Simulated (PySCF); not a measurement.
C3H5NSi2, SMILES C#CC1=N[SiH2][SiH2]1. Atoms are numbered in the order given.

```xyz
11

C     -0.2248    -3.2622     0.0000
C     -0.2567    -2.0515     0.0000
C     -0.2019    -0.6074     0.0000
N     -1.2621     0.1349     0.0000
Si    -0.5915     1.8140     0.0000
Si     1.3549     0.5361     0.0000
H     -0.2153    -4.3387     0.0000
H     -0.9833     2.5823     1.2135
H     -0.9833     2.5823    -1.2135
H      2.2146     0.4278    -1.2142
H      2.2146     0.4278     1.2142
```
Charge 0, spin multiplicity 1.

Geometry optimised at ωB97X-D3(BJ)/def2-SVP. This is a generated structure with no PubChem entry under its InChIKey; it may be hypothetical.

The numbers are results of PBE/def2-TZVP (PySCF), not measurements.

Isolated molecule, no solvent.

The total energy is -750.52486 hartree. The point group is Cs, the highest occupied level is -5.69 eV and the lowest empty level is -2.89 eV. The orbital gap comes out as 2.80 eV. The dipole moment is 1.63 D and the quadrupole, principal values (traceless, Buckingham form, about the centre of nuclear charge) is -8.26, -3.80, 12.07 D·Å. The mean static polarisability comes out as 100.3 bohr³ (14.86 Å³) and the polarisability, principal values comes out as 67.5, 91.0, 142.3 bohr³.
